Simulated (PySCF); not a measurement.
**Sn²⁺: excitation energy**

Sn²⁺ [Kr] 4d10 5s2 (1S) → Sn²⁺ [Kr] 4d9 5s2 6s1 (3D), as a difference of total energies. Computed with PySCF 2.14 in aug-cc-pVQZ-PP with ECP28MDF (7s7p5d3f2g, 92 functions), with a scalar-relativistic core potential. The calculations carry no spin-orbit coupling.

```
 method  excitation energy (eV)
    UHF                  37.317
    LDA                  37.673
    PBE                  37.451
   PBE0                  37.693
 r2SCAN                  37.904
wB97X-V                  37.822
wB97M-V                  37.641
 M06-2X                  37.783
```

The upper state lies above the first ionisation limit, where it may autoionise and the basis confines it. A Rydberg-like electron needs more diffuse functions than a valence basis has.

The promoted electron is Rydberg-like, and one or two diffuse shells describe it only roughly, which tends to raise the upper state.
